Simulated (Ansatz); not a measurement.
Relaxation of BClH$_{4}$O$_{2}$ (8 atoms, charge 0, multiplicity 1), to a largest force component of 0.03 eV/Å in at most 50 steps.

Computed with RKS PBE0-D4/6-31G* in Ansatz 0.2.0.

```xyz
8
Properties=species:S:1:pos:R:3
B -0.050 -0.412 -0.156
H 0.013 -0.604 1.028
O 1.074 -0.348 -0.910
H 1.875 -0.450 -0.384
O -1.241 -0.314 -0.794
H -1.988 -0.360 -0.189
Cl 0.076 2.423 1.014
H 0.169 1.189 1.504
```

Problem. Where does it end, and by what steps?

Solution. The run converged. The force dipped under the threshold on the way, but the program's further checks kept it going. After 17 steps the energy has fallen by 0.136 eV; Cl7 moved furthest, 0.93 Å.

| step | energy less start (eV) | largest force component (eV/Å) | accepted |
| --- | --- | --- | --- |
| 0 | 0.0000 | 1.163 | yes |
| 1 | -0.0711 | 0.814 | yes |
| 2 | -0.0471 | 1.191 | no |
| 3 | -0.0940 | 0.614 | yes |
| 4 | -0.1051 | 0.520 | yes |
| 5 | -0.1138 | 0.341 | yes |
| 6 | -0.1226 | 0.244 | yes |
| 7 | -0.0913 | 1.137 | no |
| 8 | -0.1277 | 0.133 | yes |
| 9 | -0.1309 | 0.128 | yes |
| 10 | -0.1290 | 0.443 | no |
| 11 | -0.1330 | 0.078 | yes |
| 12 | -0.1344 | 0.084 | yes |
| 13 | -0.1340 | 0.230 | no |
| 14 | -0.1347 | 0.025 | yes |
| 15 | -0.1351 | 0.075 | yes |
| 16 | -0.1353 | 0.069 | yes |
| 17 | -0.1356 | 0.011 | yes |

```xyz
8
Properties=species:S:1:pos:R:3
B -0.048 -0.534 -0.293
H 0.034 -0.188 0.869
O 1.062 -0.775 -1.030
H 1.871 -0.635 -0.528
O -1.252 -0.698 -0.891
H -1.984 -0.507 -0.295
Cl 0.141 2.841 1.846
H 0.104 1.620 1.435
```

The run took 68 s on 1 thread of AMD EPYC 7R43 64-Core Processor (Zen 3) (shared host), peak memory 0.15 GiB.
